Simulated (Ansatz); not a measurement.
Species: C3H5O2 (charge 0, doublet). It need not be the lowest isomer of its formula. SMILES: C[CH]C(=O)O
Geometry from a B3LYP-D3(BJ)/def2-TZVP (Ansatz, an electronic-structure program) optimisation:
```
C
H 1 1.0821
C 1 1.4424 2 117.80
O 3 1.2168 1 125.44 2 180.00
O 3 1.3629 4 121.98 1 180.00
H 5 0.9689 3 106.50 4 -0.03
C 1 1.4760 2 120.59 3 179.93
H 7 1.0882 1 110.99 2 179.67
H 7 1.0961 8 109.05 1 122.43
H 7 1.0962 8 108.99 9 115.19
```
Charge 0, spin multiplicity 2.

Computed values are from Ansatz. Cores are frozen in the correlated levels unless marked. Open shells are spin-unrestricted. Spin-orbit coupling is left out. Non-relativistic. Basis-set limits of correlation are two-point, X^-3; Hartree-Fock from the larger set. The bracket is a focal-point correction in the basis named.

```
Quantity                                                                            Value
---------------------  ------------------------------------------------------------------
atomisation energy De  4166.0 kJ/mol at RI-MP2/CBS(cc-pVTZ,cc-pVQZ)+[CCSD(T)-MP2]/cc-pVTZ
total energy            -267.4694 Eh at RI-MP2/CBS(cc-pVTZ,cc-pVQZ)+[CCSD(T)-MP2]/cc-pVTZ
dipole moment                                               1.77 D at CCSD(T)/aug-cc-pVDZ
T1 diagnostic                                                       0.017 at CCSD/cc-pVTZ
```
